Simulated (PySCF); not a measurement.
Gas-phase reaction: GaH3.NH3 + GaHCl2 ⇌ GaCl2NH2 + H2 + GaH3, at 2000 K and a standard pressure of 1 bar. Level: CCSD(T)/def2-SVP†.

Computed with PySCF and rigid-rotor harmonic-oscillator thermochemistry at 1 bar. † marks an energy on the PBE0/def2-TZVP geometry and frequencies. CCSD(T) freezes the core. All species are closed-shell singlets. Ga: all electrons, no relativistic terms. Adducts (GaH3.NH3) have no counterpoise correction, and HF, PBE, BLYP, B3LYP and PBE0 lack dispersion. GaH3.NH3, GaHCl2, GaCl2NH2, GaH3: computed as isolated molecules; such fragments, hydroxides, amides, oligomers or adducts are transient or little studied in the gas. CCSD(T) isn't extrapolated to the basis-set limit; its ΔH°(298 K) is 73.7 kJ in def2-SVP and 60.2 kJ in def2-TZVPP. The harmonic model lacks anharmonicity and excited electronic states, which grow with temperature; levels with a mode under 35 cm⁻¹ are left out. Soft modes under 120 cm⁻¹ make the harmonic entropy rough for GaH3.NH3, GaCl2NH2.

```tsv
species	E (Ha)	H(2000 K) − E (kJ/mol)	S°(2000 K) (J/mol/K)
GaH3.NH3	-1981.35413	405.5	521.1
GaHCl2	-2842.91192	169.9	441.9
GaCl2NH2	-2898.11164	286.5	555.7
H2	-1.16345	86.9	187.3
GaH3	-1924.95464	175.6	337.4
```
E: electronic energy; H − E holds the zero-point and thermal terms. 1 Ha = 2625.5 kJ/mol.

**Question.** Work out ΔH°, ΔS°, ΔG° and log10 K from these numbers.

**Answer.** 1. ΔE = 1×(-2898.11164) + 1×(-1.16345) + 1×(-1924.95464) − 1×(-1981.35413) − 1×(-2842.91192) = 0.03632 Ha = 95.4 kJ.
2. Δ(H − E) = 1×(286.5) + 1×(86.9) + 1×(175.6) − 1×(405.5) − 1×(169.9) = -26.4 kJ, so ΔH° = 69.0 kJ.
3. ΔS° = 1×(555.7) + 1×(187.3) + 1×(337.4) − 1×(521.1) − 1×(441.9) = 117.4 J/K; the number of gas molecules changes by +1.
4. ΔG° = ΔH° − TΔS° = 69.0 − 2000×(117.4)/1000 = -165.8 kJ.
5. log10 K = −ΔG°/(RT ln 10) = 4.33, with RT ln 10 = 38.29 kJ/mol; at standard pressures the products are favoured.
6. A shift of 10 kJ in ΔE would move log10 K by 0.26 here.
7. Lowering the total pressure from 1 bar to 0.01 bar multiplies the mole-fraction quotient K_x = K (p/p°)^(−Δn) by 10^2, which pushes the balance towards the products.
For scale, ΔH°(298 K) is 74 kJ at this level, 62 kJ at ωB97M-V/def2-TZVP†, and runs from 47 to 107 kJ over the 20 levels computed.
